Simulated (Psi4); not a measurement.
Calculation: SAPT0/jun-cc-pVDZ, frozen core in Psi4.

Psi4 input:

```
molecule {
0 1
Si -0.13254322 0.00169342 -0.00079761
Cl 1.93356860 -0.02474062 0.01164681
H -0.60635479 -0.94364705 -1.03032260
H -0.58098730 1.37238830 -0.31413003
H -0.61368329 -0.40569405 1.33360342
--
0 1
Si -2.35753666 3.15733865 2.48245320
Cl -2.59305636 4.84549380 1.31440598
H -3.63706737 2.42225567 2.50573215
H -1.98117670 3.58025048 3.84538478
H -1.29438839 2.32284613 1.88964261
units angstrom
symmetry c1
no_reorient
no_com
}
set basis jun-cc-pvdz
set scf_type df
set freeze_core true
energy('sapt0')
```

Part of the output:

```
    SAPT Results
  --------------------------------------------------------------------------------------------------------
    Electrostatics                 -0.57465306 [mEh]      -0.36060024 [kcal/mol]      -1.50875141 [kJ/mol]
      Elst10,r                     -0.57465306 [mEh]      -0.36060024 [kcal/mol]      -1.50875141 [kJ/mol]

    Exchange                        3.04691849 [mEh]       1.91197022 [kcal/mol]       7.99968340 [kJ/mol]
      Exch10                        3.04691849 [mEh]       1.91197022 [kcal/mol]       7.99968340 [kJ/mol]
      Exch10(S^2)                   3.03576569 [mEh]       1.90497173 [kcal/mol]       7.97040171 [kJ/mol]

    Induction                      -0.33118017 [mEh]      -0.20781869 [kcal/mol]      -0.86951340 [kJ/mol]
      Ind20,r                      -0.59438050 [mEh]      -0.37297939 [kcal/mol]      -1.56054578 [kJ/mol]
      Exch-Ind20,r                  0.50598307 [mEh]       0.31750917 [kcal/mol]       1.32845838 [kJ/mol]
      delta HF,r (2)               -0.24278274 [mEh]      -0.15234847 [kcal/mol]      -0.63742600 [kJ/mol]

    Dispersion                     -1.52801500 [mEh]      -0.95884389 [kcal/mol]      -4.01180284 [kJ/mol]
      Disp20                       -1.67035212 [mEh]      -1.04816178 [kcal/mol]      -4.38550889 [kJ/mol]
      Exch-Disp20                   0.14233712 [mEh]       0.08931789 [kcal/mol]       0.37370606 [kJ/mol]
      Disp20 (SS)                  -0.83517606 [mEh]      -0.52408089 [kcal/mol]      -2.19275445 [kJ/mol]
      Disp20 (OS)                  -0.83517606 [mEh]      -0.52408089 [kcal/mol]      -2.19275445 [kJ/mol]
      Exch-Disp20 (SS)              0.07530921 [mEh]       0.04725724 [kcal/mol]       0.19772431 [kJ/mol]
      Exch-Disp20 (OS)              0.06702791 [mEh]       0.04206065 [kcal/mol]       0.17598175 [kJ/mol]

  Total HF                          2.14108526 [mEh]       1.34355129 [kcal/mol]       5.62141858 [kJ/mol]
  Total SAPT0                       0.61307026 [mEh]       0.38470740 [kcal/mol]       1.60961575 [kJ/mol]
```
